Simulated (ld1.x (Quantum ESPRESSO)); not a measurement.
## Before and after: RRKJ potential for mercury

```json
{"Element": "Hg", "Generator": "ld1.x (Quantum ESPRESSO) 7.5", "Type": "norm-conserving RRKJ (Kleinman–Bylander form)", "Functional": "PBEsol", "Relativity": "scalar-relativistic", "Frozen core": "[Kr] 4d10 4f14 5s2", "Valence charge": "18", "Reference configuration": "5p6 5d10 6s0.5 6p0 (charge +1.5)", "Partial waves": "6s (bound): rc 1.90 bohr; 5p (bound): rc 1.75 bohr; 5d (bound): rc 1.60 bohr", "Local potential": "all-electron potential smoothed inside 1.25 bohr (lloc = -1)", "Core correction": "a·sin(br)/r model core, default radius (core density twice the valence density)"}
```

All-electron outer shells of the reference configuration (PBEsol, scalar-relativistic, ld1.x):

```csv
shell,level (eV),outermost node (bohr),outermost maximum (bohr)
4f,-109.96,–,0.37
5p,-80.62,0.51,0.93
5d,-23.74,0.55,1.17
6s,-18.99,1.07,2.10
6p,-10.97,1.26,2.73
```

Change: local potential the s channel.

Cutoffs: the cutoffs (Ry, on a coarse ladder) from which the occupation-weighted sum of valence levels, in a spherical-Bessel basis at the reference potential, stays within 10 and 1 mRy of its value at 400 Ry; they do not see the model core or the augmentation charge, which bear on the density cutoff. Errors are all-electron minus pseudo energies relative to the spin-unpolarised reference configuration.

**Question.** Predict the effect on cutoff, ghosts and configuration errors.

**Answer.** The potential gets neither clearly harder nor softer (45 Ry and 70 Ry → 45 Ry and 70 Ry); the bound ghost in s disappears; the number of tests that count goes from 6 to 7; of the 6 tests that both files solve, the error grows in 3 and shrinks in 0 by more than 15 % and 0.3 meV (median size 7.3 → 148.7 meV); the range in which the s phases agree widens (upper end -0.2 → 2.1); the range in which the p phases agree narrows (upper end -1.0 → -2.4). In the separable form a ghost depends on how the local part lies against the semilocal potential of the channel, so the choice of the local part can create or remove one.

```csv
quantity,base,changed
"cutoff, loose",45 Ry,45 Ry
"cutoff, tight",70 Ry,70 Ry
loose cutoff by channel (10 mRy a level),"s 10 Ry, p 30 Ry, d 35 Ry","p 30 Ry, d 40 Ry, s 18 Ry"
bound ghosts,s,none
"tests counted (converged, no solver errors)",6 of 7,7 of 7
"error for 5p6 5d10 6s2 6p0, meV [ΔE -19.17 eV]",-7.6,-7.5
"error for 5p6 5d10 6s1 6p0, meV [ΔE -8.43 eV]",+0.6,+0.7
"error for 5p6 5d10 6s0 6p0, meV [ΔE 10.58 eV]",-7.1,-6.8
"error for 5p6 5d10 6s0 6p1, meV [ΔE -0.92 eV]",+289,-1033
"error for 5p6 5d10 6s1 6p1, meV [ΔE -13.04 eV]",+171,-572
"error for 5p6 5d8 6s0 6p0, meV [ΔE 95.91 eV]",+2.0,-290
s: phases at 2.04 bohr within 0.05 rad from the reference energy up to (Ry; the scan ends near 5),-0.2,2.1
p: phases at 2.04 bohr within 0.05 rad from the reference energy up to (Ry; the scan ends near 5),-1.0,-2.4
d: phases at 2.04 bohr within 0.05 rad from the reference energy up to (Ry; the scan ends near 5),3.4,1.2
```

Base: Tests not counted: 5p5 5d10 6s2 6p0 (solver errors, printed error -18.1 eV). A true bound ghost makes a file unfit for plane-wave use even where its test errors are small: the radial tests pick states by their node count and pass the ghost by. Where a test does run into it, the solver fails or the error is huge.
